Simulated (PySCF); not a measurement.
## Mayer bond orders and bond lengths

CH8N3Si3 (charge -1).
Numbering: `[N:1]#[C:2][SiH2:3][NH:4][SiH2:5][N-:6][SiH3:7]` (hydrogens: H8, H9 on Si3; H10 on N4; H11, H12 on Si5; H13, H14, H15 on Si7)

Cartesian coordinates in Å at the GFN2-xTB level; atoms count from 1:
```
atom  x, y, z in Å
N1    -3.574    2.356    0.755
C2    -3.080    1.358    0.476
Si3   -2.352   -0.315    0.039
N4    -1.164   -0.070   -1.131
Si5    0.464    0.625   -0.808
N6     1.455   -0.634   -0.378
Si7    3.075   -0.815    0.008
H8    -2.062   -0.904    1.359
H9    -3.487   -1.050   -0.562
H10   -1.077   -0.813   -1.805
H11    0.692    1.345   -2.094
H12    0.133    1.701    0.159
H13    3.595   -0.040    1.173
H14    4.066   -0.492   -1.062
H15    3.311   -2.242    0.343
```

Bond orders from the PBE0/pcSseg-1 density (PySCF). Isolated species at its GFN2-xTB geometry (one conformer only). The pcSseg-1 basis has no diffuse functions, a weakness for an anion.

Question: Where do the orders between heavy atoms depart from those drawn in the SMILES?

Answer: The largest departure is 0.443, at Si5–N6 (drawn single, 1.443). Drawn single, order above 1.12: Si3–N4 (1.184), Si5–N6 (1.443) and N6–Si7 (1.323). Drawn single, order below 0.88: C2–Si3 (0.781) and N4–Si5 (0.749). The SMILES, with its formal charges, is one Lewis structure only.

Question: Set the Mayer orders of the bonds beside their lengths.

Answer: 
```json
{"bond": "N1–C2", "drawn as": "triple", "length (Å)": "1.148", "Mayer order": "2.955"}
{"bond": "C2–Si3", "drawn as": "single", "length (Å)": "1.876", "Mayer order": "0.781"}
{"bond": "Si3–N4", "drawn as": "single", "length (Å)": "1.686", "Mayer order": "1.184"}
{"bond": "N4–Si5", "drawn as": "single", "length (Å)": "1.800", "Mayer order": "0.749"}
{"bond": "Si5–N6", "drawn as": "single", "length (Å)": "1.659", "Mayer order": "1.443"}
{"bond": "N6–Si7", "drawn as": "single", "length (Å)": "1.675", "Mayer order": "1.323"}
{"bond": "Si3–H8", "drawn as": "single", "length (Å)": "1.474", "Mayer order": "0.881"}
{"bond": "Si3–H9", "drawn as": "single", "length (Å)": "1.480", "Mayer order": "0.915"}
{"bond": "N4–H10", "drawn as": "single", "length (Å)": "1.007", "Mayer order": "0.924"}
{"bond": "Si5–H11", "drawn as": "single", "length (Å)": "1.491", "Mayer order": "0.846"}
{"bond": "Si5–H12", "drawn as": "single", "length (Å)": "1.484", "Mayer order": "0.840"}
{"bond": "Si7–H13", "drawn as": "single", "length (Å)": "1.493", "Mayer order": "0.850"}
{"bond": "Si7–H14", "drawn as": "single", "length (Å)": "1.495", "Mayer order": "0.849"}
{"bond": "Si7–H15", "drawn as": "single", "length (Å)": "1.485", "Mayer order": "0.879"}
```

Bonds between the same two heavy elements. N–Si: lowest N4–Si5 (0.749, 1.800 Å), highest Si5–N6 (1.443, 1.659 Å).

Question: Sum the orders of all bonds at each heavy atom with more than one neighbour and set the sums beside the valence in the SMILES.

Answer: C2 3.736 (drawn 4), Si3 3.761 (drawn 4), N4 2.857 (drawn 3), Si5 3.878 (drawn 4), N6 2.766 (drawn 2), Si7 3.901 (drawn 4). Orders between atoms that aren't bonded are not in these sums.

The Mayer order sums products of elements of PS (density times overlap matrix) between the two atoms' basis functions, so it depends on the basis set.

The run behind these numbers computed NMR shieldings as well. The run took 40 s (grids of density and orbitals included) on one thread of an Arm Neoverse V1 (shared host), and the process peaked at 0.81 GiB of memory.
